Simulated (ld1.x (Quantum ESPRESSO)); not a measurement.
# antimony (Sb): excitation energies, all-electron against TM

Sb, norm-conserving Troullier–Martins (Kleinman–Bylander form), made with ld1.x (Quantum ESPRESSO) 7.5 (PBE, fully relativistic). Core [Kr], reference 4d10 5s2 5p2 (charge +1). Waves: 5p (bound): rc 2.00 bohr; 4d (bound): rc 1.60 bohr; 5s (bound): rc 1.55 bohr. Local part: the s channel. Core correction: Bessel-smoothed model core inside 1.40 bohr.

Open shells are filled in proportion to 2j + 1 (rel_dist='average').

Energies are relative to the spin-unpolarised reference configuration 4d10 5s2 5p2; without spin polarisation the order of configurations can differ from experiment.

(1) Give the all-electron excitation energy and the error of the potential for: 4d10 5s2 5p3; 4d10 5s2 5p1; 4d10 5s2 5p0; 4d10 5s1 5p3; 4d10 5s0 5p5; 4d10 5s1 5p0; 4d10 5s1 5p4.

## Answers

(1)

| valence configuration | charge | ΔE all-electron (eV) | error AE − PS (meV) |
| --- | --- | --- | --- |
| 4d10 5s2 5p3 | 0 | -8.333 | +0.9 |
| 4d10 5s2 5p1 | +2 | 15.989 | +1.3 |
| 4d10 5s2 5p0 | +3 | 40.428 | +3.3 |
| 4d10 5s1 5p3 | +1 | 8.705 | -3.4 |
| 4d10 5s0 5p5 | 0 | 8.044 | -19 |
| 4d10 5s1 5p0 | +4 | 84.719 | +3.9 |
| 4d10 5s1 5p4 | 0 | -0.248 | -5.6 |
